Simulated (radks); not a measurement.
Valence configurations of Gd (all share [Xe]). All-electron calculation, scalar-relativistic Kohn-Sham, PBE, spin-polarised, spherical densities, finite nucleus; open shells are filled with parallel spins first (spin-orbit coupling, left out, can overturn this in heavy ions); Fermi nuclear charge, rms radius 5.1569 fm. Program: a radial shooting solver on a logarithmic mesh with Libxc functionals. Order these by energy: 4f7.5 5d0.5 6s2; 4f6 5d1 6s2 6p1; 4f7 5d1 6s2; 4f8 6s2; 4f7 5d1.5 6s1.5; 4f7.5 5d1.5 6p1; 4f7 5d1 6s1 6p1; 4f7.5 5d0.5 6s1 6p1; 4f7 5d1 6s1.5 6p0.5.

Answer. From the lowest, in eV above it: 4f7.5 5d0.5 6s2 0.000; 4f8 6s2 0.295; 4f7 5d1 6s2 0.583; 4f7 5d1.5 6s1.5 0.929; 4f7 5d1 6s1.5 6p0.5 1.624; 4f7.5 5d0.5 6s1 6p1 1.905; 4f7 5d1 6s1 6p1 2.469; 4f7.5 5d1.5 6p1 3.725; 4f6 5d1 6s2 6p1 14.015. NIST lists [Xe] 4f7 5d1 6s2 as the ground configuration; this level of theory puts 4f7.5 5d0.5 6s2 lower, by 0.583 eV. The energies are those of spherical high-spin densities, not of single terms. No valid solution was reached for [Xe] 4f8 5d1 6s1.
